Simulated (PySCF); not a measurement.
**Simulated absorption spectrum**

C6H7F.
SMILES with atom numbers: `[CH3:1][C:2]#[C:3]/[CH:4]=[CH:5]/[CH2:6][F:7]` (hydrogens: H8, H9, H10 on C1; H11 on C4; H12 on C5; H13, H14 on C6)

Computed with TDDFT CAM-B3LYP/def2-SVPD, vertical, gas phase, core orbitals frozen in the response (PySCF). One conformer (not necessarily the lowest) at the GFN2-xTB geometry, without solvent, vibrations or thermal averaging. Torsions of this conformer, `[CH3:1][C:2]#[C:3]/[CH:4]=[CH:5]/[CH2:6][F:7]`: C4–C5–C6–F7 0°.

Computed states:

| state | E (eV) | f |
| --- | --- | --- |
| S1 | 5.39 | 0.0003 |
| S2 | 5.59 | 0.412 |
| S3 | 6.28 | 0.0000 |
| S4 | 6.51 | 0.0017 |
| S5 | 6.98 | 0.0010 |
| S6 | 7.11 | 0.020 |
| S7 | 7.31 | 0.0000 |
| S8 | 7.62 | 0.500 |

Each state is given a Gaussian of 0.25 eV full width at half maximum, with ε(max) = 2.175×10⁸ f / Δν̃ (Δν̃ the width in cm⁻¹). The width is an assumption, not a result. The curve ends short of the highest state used, and states not computed would add to its high-energy end.

Problem. What does the envelope look like, and where are its maxima?

Solution. 
(E (eV), ε (L mol⁻¹ cm⁻¹)): (5.02, 0), (5.10, 2), (5.19, 42), (5.28, 643), (5.36, 4283), (5.45, 18665), (5.54, 39813), (5.63, 41425), (5.71, 23477), (5.80, 6287), (5.89, 821), (5.98, 52), (6.06, 3), (6.15, 2), (6.24, 9), (6.32, 37), (6.41, 115), (6.50, 184), (6.59, 144), (6.67, 65), (6.76, 33), (6.85, 153), (6.94, 686), (7.02, 1608)

Maxima: 222 nm (5.59 eV), ε about 44000, made up of S2 (100%); 190 nm (6.51 eV), ε about 190, made up of S4 (100%) (ε in L mol⁻¹ cm⁻¹; maxima over ε = 5, shares over 10%). At its high-energy end, 7.02 eV, the curve is still rising (ε about 1600, from S6).

Problem. On this curve, what absorbance would a 10⁻³ mol/L sample give at 193 nm over a 1 cm path?

Solution. 193 nm is 6.424 eV, where ε is about 130 L mol⁻¹ cm⁻¹, so A = ε c l ≈ 0.13 (Beer–Lambert, with the gas-phase spectrum and the assumed width).

Problem. Coming from long wavelengths, where does ε first pass 100 L mol⁻¹ cm⁻¹?

Solution. At about 238 nm (5.22 eV), 0.17 eV below S1.

Problem. What would ε be at 5.59 eV, the highest of these maxima, with half the width (0.125 eV)?

Solution. About 88900 L mol⁻¹ cm⁻¹ against 44500, a factor of about 2.00; a lone state at its own centre would give exactly 2.

Hardware: Arm Neoverse N1, one thread, shared host with 64 logical CPUs at a one-minute load of 59. Cost: 63 s wall, 0.89 GiB resident at most.
